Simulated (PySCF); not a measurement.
A structure optimised at PBE0-D3(BJ)/def2-SVP, used in a PySCF frequency run:

```xyz
6

Cl     0.3468     2.2486     0.0000
C      0.9163     0.6378     0.0000
C      0.1102    -0.4320     0.0000
Cl    -1.5979    -0.3309     0.0000
Cl     0.7712    -2.0205     0.0000
H      1.9999     0.5134     0.0000
```

### Question
Write its SMILES, formula and point group.

### Answer
ClC=C(Cl)Cl, C₂HCl₃, Cs

### Question
What are its rotational constants (standard atomic weights)?

### Answer
3.8859, 1.5075, 1.0862 GHz
